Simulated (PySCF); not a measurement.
Run record: geometry optimisation, `C#Cc1cc(OC)n[se]1`.

Method: PBE0-D3(BJ)/def2-SVP geometry optimisation, gas phase (PySCF 2.14.0). Start geometry: GFN2-xTB. The input is one job of a driver script: a line of settings, then coordinates in Å.

Input:
```
{"job": {"xc": "PBE0", "basis": "def2-SVP", "d3": "d3bj", "grid": 1, "kind": "geom"}, "charge": 0, "multiplicity": 1}
C      4.142404    -0.115131     0.850268
C      2.961124     0.064217     0.712862
C      1.591926     0.291463     0.552901
C      0.611908    -0.635639     0.331421
C     -0.675415    -0.037098     0.216813
O     -1.743360    -0.809536    -0.004335
C     -2.980516    -0.133105    -0.118814
N     -0.775269     1.261973     0.330626
Se     0.815707     2.003919     0.617660
H      5.170659    -0.284214     0.969204
H      0.768700    -1.695439     0.247896
H     -2.952846     0.578392    -0.947543
H     -3.727970    -0.901933    -0.301649
H     -3.207729     0.411659     0.800549
```

Output:
```
step   0  E = -2761.83243515  max force = 0.021137
step   1  E = -2761.83421252  max force = 0.003514
step   2  E = -2761.83427985  max force = 0.001213
step   3  E = -2761.83430275  max force = 0.000952
step   4  E = -2761.83431093  max force = 0.000616
step   5  E = -2761.83431261  max force = 0.000649
step   6  E = -2761.83431525  max force = 0.000345
optimisation converged
```

Energies in Eh; «max force» is the largest Cartesian gradient component in Eh/bohr.

How much energy does the optimisation release, in kJ/mol?

E(step 0) − E(last step) = 0.001880 Eh, which is 4.9 kJ/mol.

Give the first gradient maximum in eV/Å.

With 1 Eh/bohr = 51.422 eV/Å, 1.087 eV/Å.

In short: final energy -2761.83432 Eh after 6 steps; dipole 0.65 D.

On Arm Neoverse V1, one thread (shared host), this took 1.8 min of wall time.
Labels such as C1 count atoms from 1, the log's own numbers from 0.
